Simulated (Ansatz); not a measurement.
boroxine (H$_{3}$B$_{3}$O$_{3}$), singlet, geometry from GFN2-xTB; Ansatz (an electronic-structure program) with MP2/6-31G*.

The Ansatz input:
Ansatz 0.2 input:
```yaml
crystal:
  periodic: [false, false, false]
  atoms:
    - {symbol: B, position_ang: [-0.62642433, 1.18300324, 0.24601012]}
    - {symbol: O, position_ang: [-1.33948341, 0.02486049, 0.22970691]}
    - {symbol: B, position_ang: [-0.71480732, -1.15811031, -0.01600341]}
    - {symbol: O, position_ang: [0.62560781, -1.18146124, -0.24568946]}
    - {symbol: B, position_ang: [1.34123166, -0.02489294, -0.23000671]}
    - {symbol: O, position_ang: [0.71387560, 1.15660075, 0.01598255]}
    - {symbol: H, position_ang: [-1.16486750, 2.19985392, 0.45746817]}
    - {symbol: H, position_ang: [-1.32922010, -2.15356426, -0.02975915]}
    - {symbol: H, position_ang: [2.49408760, -0.04628966, -0.42770903]}
basis:
  gaussian:
    orbitals: 6-31G*
magnetization: {spin_polarized: false}
correlation: {method: mp2, electrons: outside_noble_gas}
accuracy: high
```

Output, abridged:

```
Functional definition: HF
2162 factors; integrals over basis functions are off by at most 3.1e-9 eV
mean field evaluation 1: about -8178.1152 eV, gradient 4.6e1 eV
mean field evaluation 2: about -8178.1927 eV, gradient 4.6e1 eV
mean field evaluation 4: about -8182.4315 eV, gradient 3.4e0 eV
mean field evaluation 8: about -8182.4763 eV, gradient 1.1e-1 eV
mean field -8182.47632620 eV, -300.7004587063 hartree, gradient 2.6e-8 eV, S^2 0.000000; 0 other end points of the search recorded, 0 dependent functions left out
6 core orbitals not correlated
reference -8182.47632620 eV, -300.7004587063 hartree; 15, 15 occupied and 75, 75 virtual orbitals, 2162 factors
second order -19.99548343 eV of doubles, -0.00000000 eV of singles
Total energy: -8202.47180964 eV, -301.4352791691 hartree
```
